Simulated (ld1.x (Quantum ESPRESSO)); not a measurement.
What one change does to a pseudopotential (Cl, ultrasoft)

```
Element                 : Cl
Generator               : ld1.x (Quantum ESPRESSO) 7.5
Type                    : ultrasoft
Functional              : LDA (PZ)
Relativity              : non-relativistic
Frozen core             : [Ne]
Valence charge          : 7
Reference configuration : 3s2 3p5
Partial waves           : 3s (bound): rcut 1.25, rcutus 1.35 bohr; 3s channel at -1 Ry: rcut 1.25, rcutus 1.35 bohr; 3p (bound): rcut 0.85, rcutus 1.00 bohr; 3p channel at 0.2 Ry: rcut 0.85, rcutus 1.00 bohr; 3d channel at 0.2 Ry: rc 1.35 bohr
Local potential         : the d channel
Core correction         : none
Augmentation charge     : PSQ, radius 0.95 bohr
```

All-electron outer shells of the reference configuration (LDA (PZ), non-relativistic, ld1.x):

| shell | level (eV) | outermost node (bohr) | outermost maximum (bohr) |
| --- | --- | --- | --- |
| 2p | -191.57 | – | 0.30 |
| 3s | -20.53 | 0.56 | 1.29 |
| 3p | -8.72 | 0.53 | 1.43 |

Change: wave 3d channel at 0.2 Ry: rc 1.35 bohr becomes 3d channel at 0.2 Ry: rc 1.72 bohr.

Cutoffs: the cutoffs (Ry, on a coarse ladder) from which the occupation-weighted sum of valence levels, in a spherical-Bessel basis at the reference potential, stays within 10 and 1 mRy of its value at 400 Ry; they do not see the model core or the augmentation charge, which bear on the density cutoff. Errors are all-electron minus pseudo energies relative to the spin-unpolarised reference configuration.

Q: How do hardness, ghosts and transferability respond?

A: The potential gets neither clearly harder nor softer (55 Ry and 90 Ry → 55 Ry and 90 Ry); the bound ghosts move from p to s; of the 9 tests that both files solve, the error grows in 1 and shrinks in 0 by more than 15 % and 0.3 meV (median size 3.5 → 4.1 meV).

| quantity | base | changed |
| --- | --- | --- |
| cutoff, loose | 55 Ry | 55 Ry |
| cutoff, tight | 90 Ry | 90 Ry |
| loose cutoff by channel (10 mRy a level) | s 15 Ry, p 45 Ry | s 6 Ry, p 40 Ry |
| bound ghosts | p | s |
| error for 3s2 3p4, meV [ΔE 13.99 eV] | +1.2 | +1.3 |
| error for 3s2 3p3, meV [ΔE 39.53 eV] | +9.7 | +10.0 |
| error for 3s2 3p2, meV [ΔE 77.93 eV] | +40 | +40 |
| error for 3s1 3p6, meV [ΔE 11.87 eV] | +2.0 | +2.2 |
| error for 3s1 3p5, meV [ΔE 26.39 eV] | +3.5 | +4.1 |
| error for 3s2 3p5.3, meV [ΔE -2.18 eV] | +0.1 | +0.1 |
| error for 3s2 3p4.5, meV [ΔE 5.64 eV] | +0.2 | +0.2 |
| error for 3s2 3p5 (spin-polarised), meV [ΔE -0.19 eV] | +22 | +22 |
| error for 3s2 3p4 (spin-polarised), meV [ΔE 13.11 eV] | +116 | +117 |
| lowest overlap eigenvalue by channel | s 0.41, p 0.81 | s 0.28, p 0.97 |

 A true bound ghost makes a file unfit for plane-wave use even where its test errors are small: the radial tests pick states by their node count and pass the ghost by.
